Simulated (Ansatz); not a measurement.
# Strength of the C–Se bond: SeH(CF3) → HSe + CF3

Species: SeH(CF3), singlet; HSe, doublet; CF3 (trifluoromethyl radical) `F[C](F)F`, doublet. 

Shapes, held fixed at every level: PBE0-D4/def2-TZVP. Programs: Ansatz 0.2.0. The zero-point and thermal change to 298 K, harmonic and unscaled (PBE0-D4/def2-TZVP), is -7.2 kJ/mol.

```
             level                    kind  ΔH(298 K) (kJ/mol)  less CCSD(T)/def2-TZVPP
       HF/def2-SVP            Hartree–Fock              +142.8                   -132.2
 PBE-D4/def2-TZVPP                     GGA              +282.5                     +7.5
PBE0-D4/def2-TZVPP           global hybrid              +272.6                     -2.4
wB97M-V/def2-TZVPP  range-separated hybrid              +283.0                     +8.0
wB97X-V/def2-TZVPP  range-separated hybrid              +280.3                     +5.3
    MP2/def2-TZVPP     perturbation theory              +288.7                    +13.7
     CCSD/def2-SVP   coupled cluster or CI              +242.8                    -32.2
CCSD(T)/def2-TZVPP   coupled cluster or CI              +275.0                      0.0
```

The highest level, CCSD(T)/def2-TZVPP, gives ΔH(298 K) = +275.0 kJ/mol; the levels span +142.8 to +288.7. The column of differences is taken from that level and isn't an error. Hartree–Fock misses the correlation of the pair that is broken and comes out low. No measured value is set beside it here. Open shells run unrestricted unless RO is named. Relativity is left out for Se unless named. Correlated rows may include outer-core shells of Se, which these sets cover unevenly.
